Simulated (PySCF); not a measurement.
XPS shifts beside NMR shieldings

Species: C5H4O2S.
SMILES with atom numbers: `[O:1]=[CH:2][O:3][c:4]1[cH:5][cH:6][cH:7][s:8]1`

Binding energies: delta-SCF UKS SCAN, pcX-2 on the ionised atom, pcseg-1 elsewhere, spin-free X2C in PySCF 2.14.0. Shieldings: GIAO B3LYP/pcSseg-2, non-relativistic, same geometry.

```csv
atom,isotropic shielding (ppm)
C4,8.7
C5,56.3
C6,45.0
C7,54.2
```

Task: What are the C 1s binding energies of these atoms?

Result: 
```tsv
atom	environment	C 1s (eV)	isotropic shielding (ppm)
C5	aromatic CH carbon	290.44	56.3
C6	aromatic CH carbon	290.56	45.0
C7	aromatic CH next to a ring sulfur	290.77	54.2
C4	aromatic carbon bearing oxygen	292.56	8.7
```

Task: Among the listed atoms, is the one with the highest binding energy also the least shielded?

Result: Yes: C4 has both (292.56 eV, 8.7 ppm).

By binding energy: C5 < C6 < C7 < C4. By shielding: C4 < C6 < C7 < C5.

The structure is a single PBE0-D3(BJ)/def2-SVP conformer in the gas phase; no vibrational or solvent corrections.

Shape of the structure used: `[O:1]=[CH:2][O:3][c:4]1[cH:5][cH:6][cH:7][s:8]1`: O1–C2–O3–C4 0°, C2–O3–C4–C5 -1°.
